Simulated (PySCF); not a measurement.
**[Pr(H2CO)]3+ at several levels of theory**

Computed with PySCF 2.14.0 (density fitting, no spin-orbit coupling) at the geometry relaxed with PBE0:

```xyz
5
[Pr(H2CO)]3+ (singlet in the valence; each metal's 4f electrons, 2 of them, lie in its core potential, out of spins and levels)
Pr    0.0000    0.0000   -0.2751
O     0.0000    0.0000    1.8976
C     0.0000    0.0000    3.1621
H     0.9698    0.0000    3.7077
H    -0.9698    0.0000    3.7077
```

```json
{"level": "PBE0", "basis": "Pr lcecp-1-SVP with ECP48, O def2-SVP, C def2-SVP, H def2-SVP", "state": "singlet", "HOMO (eV)": "-24.75", "gap (eV)": "5.63", "charge on Pr1 (e)": "2.49", "population of f-type functions on Pr1 (polarisation alone where 4f lies in the core)": "0.04", "dipole about the centre of mass (D)": "3.79", "largest force component (eV/Å)": "0.01"}
{"level": "r2SCAN", "basis": "the same", "state": "singlet", "HOMO (eV)": "-23.55", "gap (eV)": "3.92", "charge on Pr1 (e)": "2.48", "population of f-type functions on Pr1 (polarisation alone where 4f lies in the core)": "0.03", "dipole about the centre of mass (D)": "3.89", "largest force component (eV/Å)": "0.29"}
{"level": "wB97X", "basis": "the same", "state": "singlet", "HOMO (eV)": "-27.02", "gap (eV)": "10.37", "charge on Pr1 (e)": "2.52", "population of f-type functions on Pr1 (polarisation alone where 4f lies in the core)": "0.04", "dipole about the centre of mass (D)": "3.41", "largest force component (eV/Å)": "0.28"}
```

In the lcecp rows the 4f levels are missing from HOMO and gap, and the state counts the valence alone.

Charges are Mulliken's, which hang on the basis. The relaxation used the grid (50, 194), these runs (75, 302) or, all-electron (x2c bases, spin-free X2C Hamiltonian), (99, 590).

(1) What does PBE0 with Pr lcecp-1-TZVP with ECP48, O def2-TZVP, C def2-TZVP, H def2-TZVP give here?

An lcecp potential fixes the number of 4f electrons, so in runs with it no electron can move into or out of that shell.

## Answers

(1) state singlet, HOMO (eV) -24.72, gap (eV) 5.67, charge on Pr1 (e) 2.55, population of f-type functions on Pr1 (polarisation alone where 4f lies in the core) 0.04, dipole about the centre of mass (D) 3.85, largest force component (eV/Å) 0.35. Time: 6.1 s on 2 threads of Arm Neoverse V1, on a shared host, from free ions and atoms.
